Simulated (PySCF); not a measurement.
## The second ionisation energy along the third row

Calculated with PySCF 2.14 from differences of total energies of unrestricted determinants, without spin-orbit coupling. Values in eV. The last column holds reference values (NIST; (s) semi-empirical, (t) theoretical, else measured). Unmarked ones compare directly (S terms, centres of terms, or small fine structure); those marked * lie between the lowest fine-structure levels and include a spin-orbit shift.

```
                             element               configurations    PBE0  r2SCAN  MP2 (all electrons)  SCS-MP2 (all electrons)  CCSD(T) (valence)  CCSD (valence and next inner shell)     reference
 Mg (aug-cc-pCVTZ, non-relativistic)              [Ne] 3s1 → [Ne]  15.231  15.020               14.925                   14.882                n/a                               14.932        15.035
Al (aug-cc-pwCVTZ, non-relativistic)          [Ne] 3s2 → [Ne] 3s1  18.652  18.374               18.504                   18.611             18.603                               18.711        18.829
Si (aug-cc-pwCVTZ, non-relativistic)      [Ne] 3s2 3p1 → [Ne] 3s2  16.425  16.519               16.113                   16.099             16.244                               16.232        16.322
 P (aug-cc-pwCVTZ, non-relativistic)  [Ne] 3s2 3p2 → [Ne] 3s2 3p1  19.822  19.947               19.648                   19.553             19.693                               19.678  19.769 (s) *
Cl (aug-cc-pwCVTZ, non-relativistic)  [Ne] 3s2 3p4 → [Ne] 3s2 3p3  23.849  23.812               23.418                   23.496             23.531                               23.530        23.771
Ar (aug-cc-pwCVTZ, non-relativistic)  [Ne] 3s2 3p5 → [Ne] 3s2 3p4  27.613  27.669               27.418                   27.408             27.382                               27.371      27.630 *
```

Task: Fill in the row of S (aug-cc-pwCVTZ, non-relativistic) ([Ne] 3s2 3p3 → [Ne] 3s2 3p2).

Result: PBE0 23.387; r2SCAN 23.519; MP2 (all electrons) 23.380; SCS-MP2 (all electrons) 23.187; CCSD(T) (valence) 23.316; CCSD (valence and next inner shell) 23.299; reference 23.338 * (eV).

"Valence" correlates the outer s and p shells and, in groups 3 to 12 and the f block, the outer d or f shell, open or full, or the next shell where the ion has no valence electron left; the wider scheme adds the next inner shell.
